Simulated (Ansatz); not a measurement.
Compare A (`CC[Si]1(F)C=N1`) with its isomer B (`NC1(F)C=C[SiH2]1`).

Computed with Ansatz on PBE0-D4/def2-TZVP structures; ΔE is electronic, products minus reactants. CCSD(T)/CBS is the MP2 limit (def2-TZVPP, def2-QZVPP) plus CCSD(T) − MP2 in def2-TZVPP, frozen cores. Functionals use def2-TZVPP. B3LYP here is the variant with VWN-RPA as its local correlation; programs differ in this. Each species was taken in one conformer, which may not be the lowest.

A:

Z-matrix (Å, degrees):
```
C
C 1 1.526
H 1 1.092 2 110.9
H 1 1.092 2 111.4 3 120.0
H 1 1.092 2 111.4 3 -120.1
Si 2 1.848 1 113.2 3 178.7
H 2 1.095 1 111.2 3 -59.2
H 2 1.096 1 111.0 3 58.3
C 6 1.758 2 128.1 1 16.8
F 6 1.593 2 109.5 1 -178.9
N 6 1.757 2 122.1 1 -36.2
H 9 1.092 6 164.4 2 86.3
```

B:

```xyz
12

N    -1.345    1.150   -0.048
C    -0.654   -0.056    0.148
F    -1.514   -1.085    0.607
C     0.533    0.054    1.080
C     1.632   -0.271    0.387
Si    0.651   -0.629   -1.147
H    -1.786    1.487    0.800
H    -2.036    1.089   -0.783
H     0.453    0.353    2.126
H     2.650   -0.266    0.756
H     0.553   -2.049   -1.576
H     0.863    0.222   -2.350
```

**Question.** Which is lower in electronic energy at CCSD(T)/CBS, and by how much? (An estimate is asked.)

**Answer.** The calculation gave: A, by 47.8 kcal/mol.

**Question.** Give E(B) − E(A) in kcal/mol with PBE0-D4, B3LYP, r2SCAN-D4, ωB97M-V, BLYP-D4, LDA (SPW92), CCSD(T)/def2-SVP. (Best estimate.)

**Answer.** Ansatz gave: PBE0-D4 44.0, B3LYP 46.7, r2SCAN-D4 47.3, ωB97M-V 46.7, BLYP-D4 45.6, LDA (SPW92) 37.8, CCSD(T)/def2-SVP 39.8. None reverses the order clearly.

**Question.** Does the order hold for the free energy at 298.15 K (harmonic terms from PBE0-D4)? (An estimate is asked.)

**Answer.** Computed: Yes: G(B) − G(A) = +46.9 kcal/mol, for one conformer each.

Largest T1 diagnostic: 0.012.

From PBE to PBE0 (25 % exact exchange), in def2-TZVPP and without D4, E(B) − E(A) moves by +0.9 kcal/mol. At CCSD(T), def2-SVP lies −8.0 kcal/mol from the extrapolated value and def2-TZVPP +0.0 kcal/mol.
